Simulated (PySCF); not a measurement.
Computed IR spectrum (relative IR intensity) of a molecule CH7ClOSi2. Coordinates come from a PBE-D3(BJ)/def2-SVP optimisation. One conformer was computed; it need not be the lowest. All values below come from PySCF with PBE-D3(BJ)/def2-SVP. Frequencies are harmonic and unscaled.

Lines under 2 % of the strongest are left out, and lines within 2 cm⁻¹ are merged.

ν (cm⁻¹): 519 (w), 545 (w), 614 (w), 706 (w), 715 (vw), 756 (w), 833 (w), 863 (vs), 886 (w), 904 (w), 914 (vw), 922 (m), 1094 (s), 1220 (w), 2160 (m), 2172 (w), 2180 (m), 2184 (m), 2230 (m), 2943 (w), 3009 (vw) (against the strongest line: vs over 80 %, s over 45 %, m over 15 %, w over 4 %, vw less)

Q: Identify the compound among the candidates.
A. C[Si@@](O)([SiH3])Cl
B. [SiH3]CO[SiH2]Cl
C. C[SiH2][Si@@H](O)Cl
D. CO[SiH2][SiH2]Cl

A: B, [SiH3]CO[SiH2]Cl
